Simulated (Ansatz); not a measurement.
**Which isomer of BH4SeSi+ gives these data?**

These gas-phase data were calculated for one isomer of BH4SeSi+ at B3LYP/6-31G* (harmonic, unscaled wavenumbers; equilibrium rotational constants with average atomic masses):

| Property | Result |
| --- | --- |
| rotational constants | 10.65, 3.967, 2.89 GHz |
| all wavenumbers above 1500 cm⁻¹ | 2842, 2696, 2371, 2312 |

Candidates:

(1) `B=[Se+][SiH3]`, a singlet
(2) `B[Se+]=[SiH2]`, a singlet
(3) `[H]/[Se+]=[SiH]\B`, a singlet

Question: Which candidate do the data belong to?

Answer: Candidate (2). 2 modes lie between 2000 and 2380 cm⁻¹, one for each Si–H bond, while (1) has 3, (3) has 1.

The same quantities for all candidates:

```tsv
	rotational constants (GHz)	wavenumbers above 1500 cm⁻¹	E above the lowest, B3LYP/6-31G* (kcal/mol)
(1)	11.42, 3.419, 2.722	2878, 2369, 2342, 2295	3.2
(2)	10.65, 3.967, 2.89	2842, 2696, 2371, 2312	0.0
(3)	20.75, 2.318, 2.124	2788, 2667, 2398, 2312	12.4
```

Harmonic stretches to hydrogen usually lie a few per cent above observed fundamentals. Each candidate is one conformer. Programs: Ansatz 0.2.0.
